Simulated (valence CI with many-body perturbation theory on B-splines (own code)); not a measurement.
## Hyperfine factors and g values of Cu XV

Computed by valence CI with perturbative core correlation (CI+MBPT): five valence electrons over a frozen Dirac-Fock core [Ne], radial functions for each j: 9 s, 9 p, 8 d, 6 f, 3 g, 1 h, with the one-electron correlation potential Σ1, the two-electron term Σ2, the three-electron term Σ3, Breit, model QED; selected CI, second order for the rest (own B-spline code, finite nucleus).

No measured spectrum was set against this ion. As an estimate, levels of excited configurations hold to 0.05 to 0.15 % of their energy, terms of the ground configuration to about 0.5 %. Among the levels kept, up to 470 cm⁻¹ of a level comes from second order outside the variational space, and about a tenth of that is noise between levels of different J, which matters for small intervals.

A/g_I is the dipole constant over the nuclear g factor μ/I (μ in nuclear magnetons, uniformly magnetised nucleus), B/Q the quadrupole constant per barn. Both hold the static response of the core; the bare values leave it out. Large factors of s and p1/2 electrons are usually good to 5 to 10 %; those of open d and f shells near neutrality can be off by tens of per cent, and small factors of p3/2, d and f electrons come from cancelling terms and can be off by a factor of two or in sign, in half-filled shells by more. B is blank for J = 1/2, where it vanishes, and for nearly pure S terms. Energies count from the lowest level.

Names give the largest LS component (configuration and term), which can be under half, so a name can repeat, a term be missing and a line seem to break the LS rules; names also repeat where a configuration has a term twice. Letters in brackets count levels of one name in rising energy.

```tsv
Level	E (cm⁻¹)	g	A/g_I (MHz)	A/g_I bare	B/Q (MHz/b)	B/Q bare
3s²3p³ ⁴S°_3/2	0	1.951	1540	1930		
3s²3p³ ²D°_3/2	48197	0.922	6170	5940	11500	11100
3s²3p³ ²D°_5/2	58062	1.199	12500	12000	-93.1	-88.3
3s²3p³ ²P°_1/2	91491	0.664	34900	33200		
3s²3p³ ²P°_3/2	106480	1.259	7090	6960	-12300	-11800
3s3p⁴ ⁴P_5/2	338050	1.589	26800	25900	10300	9910
3s3p⁴ ⁴P_3/2	355560	1.723	23200	22500	-8790	-8440
3s3p⁴ ⁴P_1/2	362330	2.650	55800	53800		
3s3p⁴ ²D_3/2	419190	0.829	-6050	-5590	-15200	-14600
3s3p⁴ ²D_5/2	424040	1.210	29200	27900	-22100	-21200
3s²3p²3d ²P_3/2 [a]	477950	1.309	125	531	4620	4460
3s3p⁴ ²S_1/2 [a]	483390	1.233	42400	40300		
3s3p⁴ ²S_1/2 [b]	510960	1.421	67400	64000		
3s²3p²3d ⁴F_3/2	514470	0.450	4550	4440	-845	-660
3s²3p²3d ⁴F_5/2	521580	1.064	2520	2670	2380	2460
3s²3p²3d ⁴F_7/2	532220	1.247	2880	3030	557	747
3s²3p²3d ²F_5/2 [a]	536330	0.957	8730	8480	-2110	-1930
3s²3p²3d ⁴F_9/2	544230	1.321	4870	4920	-8300	-7720
3s²3p²3d ²F_7/2 [a]	544310	1.262	4320	4420	5110	5010
3s²3p²3d ⁴D_1/2	544840	0.034	12900	12200		
3s²3p²3d ⁴D_3/2	546310	1.161	6080	6110	-4130	-3980
3s²3p²3d ⁴D_5/2	554330	1.238	5400	5450	-2540	-2400
3s²3p²3d ⁴D_7/2	571530	1.285	3680	3790	3890	3820
3s²3p²3d ²G_7/2	603010	0.903	7590	7370	21200	20600
3s²3p²3d ²P_3/2 [b]	608040	1.294	-2420	-1910	3430	3310
3s²3p²3d ²G_9/2	609650	1.122	5530	5480	25000	24200
3s²3p²3d ⁴P_5/2	619870	1.569	2090	2430	987	996
3s²3p²3d ⁴P_3/2	626510	1.615	2910	3290	-1030	-1060
3s²3p²3d ⁴P_1/2 [a]	627700	1.584	30700	29400		
3s²3p²3d ⁴P_1/2 [b]	634190	1.716	-6430	-5780		
3s²3p²3d ²D_3/2 [a]	639120	0.931	4780	4810	1770	1790
3s²3p²3d ²D_5/2 [a]	656600	1.215	6340	6310	-4310	-4010
3s²3p²3d ²D_3/2 [b]	672980	0.832	5740	5530	-926	-941
3s²3p²3d ²D_5/2 [b]	676190	1.196	5130	5160	12900	12400
3s²3p²3d ²P_1/2	688870	0.835	-6050	-5700		
3s²3p²3d ²F_5/2 [b]	694980	0.939	3530	3540	4330	4310
3s²3p²3d ²P_3/2 [c]	704120	1.306	2890	3130	-4860	-4680
3s²3p²3d ²F_7/2 [b]	704870	1.140	6160	6110	-2970	-2660
3s²3p²3d ²S_1/2	706850	1.858	26400	25600		
3s²3p²3d ²D_5/2 [c]	736020	1.131	3650	3700	-4980	-4640
```

Q: Take the isotope of mass number 63, with I = 3/2, μ = 2.2259 μN and Q = -0.22 b. What is the hyperfine structure of 3s3p⁴ ⁴P_3/2?

A: From the table A = 34400 MHz, B = 1930 MHz. Shifts from the centre of gravity in MHz: F = 0: -127000, F = 1: -94100, F = 2: -27200, F = 3: 77900.
